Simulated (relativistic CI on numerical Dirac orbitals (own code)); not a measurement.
# Level scheme of Te⁴⁸⁺

Calculated at this level of theory: Dirac-Coulomb-Breit CI, orbitals from a KLI potential per configuration, QED by a radiative potential, unscaled Slater integrals (own radial code, finite nucleus).

CI space (outside the closed core 1s2): 2s2, 2s 2p, 2p2, 2p 3s, 2p 3p, 2s 3s, 2s 3p, 2s 3d, 2s 4s, 2s 4p, 2s 4d, 2s 4f, 3s2, 3s 3p, 3p2. Levels of other configurations are missing.

```tsv
No.	Configuration	Term	J	E (Ry)	%	Landé g	Lifetime (s)
1	2s2	1S	0	0.000	98		
2	2s 2p	3P°	0	7.299	100		
3	2s 2p	3P°	1	8.907	77	1.362	5.31e-10
4	2p2	3P	0	21.140	71		2.61e-11
5	2s 2p	3P°	2	30.060	100	1.482	7.84e-09
6	2s 2p	1P°	1	34.646	77	1.099	1.94e-12
7	2p2	3P	1	41.874	100	1.485	2.55e-12
8	2p2	1D	2	43.000	62	1.169	3.13e-12
9	2p2	3P	2	65.292	62	1.295	1.51e-12
10	2p2	1S	0	68.769	72		1.12e-12
11	2s 3s	3S	1	366.067	100	1.985	1.46e-14
12	2s 3s	1S	0	367.572	99		2.47e-14
13	2s 3p	3P°	0	369.646	100		2.12e-12
14	2s 3p	3P°	1	369.713	67	1.322	1.05e-14
15	2p 3s	3P°	1	374.831	46	1.281	1.25e-14
16	2p 3s	3P°	0	375.364	100		2.45e-14
17	2s 3p	3P°	2	376.332	100	1.489	2.28e-12
18	2p 3p	3D	1	377.086	49	0.586	2.25e-15
19	2s 3p	1P°	1	377.339	51	1.203	6.98e-15
20	2s 3d	3D	2	378.316	83	1.128	2.29e-15
21	2s 3d	3D	1	378.547	65	0.561	8.23e-15
22	2p 3p	3P	0	379.941	70		6.32e-15
23	2s 3d	3D	3	379.967	100	1.324	2.47e-15
24	2s 3d	1D	2	380.900	82	1.024	2.77e-15
25	2p 3p	3P	1	385.206	47	1.486	8.47e-15
26	2p 3p	3D	2	385.358	54	1.158	7.96e-15
27	2p 3s	3P°	2	398.497	100	1.485	2.71e-14
28	2p 3s	1P°	1	399.058	68	1.139	1.54e-14
29	2p 3p	3P	1	401.663	53	1.447	6.90e-15
30	2p 3p	3D	2	401.824	44	1.167	6.66e-15
31	2p 3p	3D	3	407.562	100	1.321	8.79e-15
32	2p 3p	1P	1	407.605	52	1.365	8.15e-15
33	2p 3p	3P	2	409.117	63	1.301	7.42e-15
34	2p 3p	1S	0	410.515	70		7.41e-15
35	2s 4s	3S	1	492.044	100	1.988	2.61e-14
36	2s 4s	1S	0	492.596	100		2.60e-14
37	2s 4p	3P°	0	493.430	100		4.50e-14
38	2s 4p	3P°	1	493.474	69	1.333	1.60e-14
39	2s 4p	3P°	2	496.223	100	1.492	5.49e-14
40	2s 4p	1P°	1	496.349	69	1.154	9.96e-15
41	2s 4d	3D	1	496.929	100	0.499	5.59e-15
42	2s 4d	3D	2	497.036	79	1.123	5.60e-15
43	2s 4d	3D	3	497.753	100	1.327	5.92e-15
44	2s 4d	1D	2	498.069	79	1.034	5.88e-15
45	2s 4f	3F°	2	498.208	100	0.665	1.21e-14
46	2s 4f	3F°	3	498.223	66	1.048	1.21e-14
47	2s 4f	3F°	4	498.597	100	1.244	1.23e-14
48	2s 4f	1F°	3	498.664	66	1.026	1.24e-14
```

Energies count from the lowest computed level; ° marks odd parity; lifetimes are radiative, by E1, M1, E2, M2 decay to levels of this space only; some are left blank where a channel outside the calculation adds to the decay or the decay crosses a small, uncertain gap.

The mean weight of the leading LS term, summed over parents, in these 48 levels is 79 %, and that of the leading jj configuration (from the same eigenvectors) 96 %, so jj coupling describes them better and the LS labels are nominal.

At this charge energies of transitions that change n are usually good to better than 1 %, and those within a shell (Δn = 0) to a few per cent.

LS names give the leading component of a level, which can be under half, so a name can repeat, a term be missing and a line seem to break the LS rules.
